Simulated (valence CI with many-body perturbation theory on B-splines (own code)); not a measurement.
# Pt²⁸⁺: fill in the table

Calculated by valence CI with perturbative core correlation (CI+MBPT): four valence electrons over a frozen Dirac-Fock core [Kr] 4d10, a basis of 7 s, 7 p, 7 d, 7 f, 4 g, 2 h functions for each j, with the one-electron correlation potential Σ1, the two-electron term Σ2, the three-electron term Σ3, Breit, model QED; selected CI, second order for the rest, scaled by the run's own slope (own B-spline code, finite nucleus).

No measured spectrum was set against this ion. As an estimate, large intervals hold to a few tenths of a per cent, small ones and those within an open d or f shell to about a per cent. Excitations out of the core, of the other parity, are not computed and may begin above about 181 eV (a cautious bound); beyond it only levels of the ground parity were kept, without lifetimes.

| Level | E (eV) |
| --- | --- |
| (4f5/2^4) J=4 | 0.0000 |
| (4f5/2^3 4f7/2) J=5 [a] | ? |
| (4f5/2^4) J=2 | 4.721 |
| (4f5/2^2 4f7/2^2) J=6 [a] | ? |
| (4f5/2^3 4f7/2) J=7 | 6.384 |
| (4f5/2^3 4f7/2) J=1 [a] | 6.418 |
| (4f5/2^3 4f7/2) J=4 [a] | ? |
| (4f5/2^3 4f7/2) J=8 | ? |
| (4f5/2^3 4f7/2) J=3 [a] | ? |
| (4f5/2^3 4f7/2) J=2 [a] | 7.854 |
| (4f5/2^3 4f7/2) J=2 [b] | 8.266 |
| (4f5/2^3 4f7/2) J=3 [b] | 8.267 |
| (4f5/2^2 4f7/2^2) J=6 [b] | 9.185 |
| (4f5/2^3 4f7/2) J=5 [b] | ? |
| (4f5/2^2 4f7/2^2) J=7 [a] | 9.873 |
| (4f5/2^2 4f7/2^2) J=4 [a] | 10.219 |
| (4f5/2^2 4f7/2^2) J=8 [a] | 10.659 |
| (4f5/2^2 4f7/2^2) J=4 [b] | 11.741 |
| (4f5/2^4) J=0 | 11.856 |
| (4f5/2^2 4f7/2^2) J=2 [a] | 12.023 |

Levels are named by their leading jj configuration (3d3/2^4 stands for four electrons in 3d with j = 3/2), which in mixed levels can hold well under half, so a name can repeat and another be missing. Letters in brackets count levels of one name in rising energy.

Q: The levels stand in rising order. What does the calculation give for the missing energies?

A: (4f5/2^3 4f7/2) J=5 [a] 2.818; (4f5/2^2 4f7/2^2) J=6 [a] 4.938; (4f5/2^3 4f7/2) J=4 [a] 6.462; (4f5/2^3 4f7/2) J=8 7.457; (4f5/2^3 4f7/2) J=3 [a] 7.467; (4f5/2^3 4f7/2) J=5 [b] 9.538.
